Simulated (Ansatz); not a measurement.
**Question.** Predict a relaxed structure of MnO3Br (MnBrO₃), charge 0, singlet, at PBE0-D4/def2-SVP (Ansatz).

**Answer.** 
Cartesian coordinates in Å:
```
Mn 0.071 -0.150 0.067
O -0.860 -0.630 1.187
O 0.150 -1.170 -1.076
O 1.463 0.203 0.605
Br -0.823 1.747 -0.784
```
Point group C3v (tolerance 0.1 Å). The metal has 4 neighbours: O 1.53 Å, O 1.53 Å, O 1.53 Å, Br 2.26 Å. This is one stationary point.

The restricted singlet is unstable towards broken spin symmetry in Hartree–Fock (as tested in another run); at PBE0-D4/def2-SVP this wasn't settled.
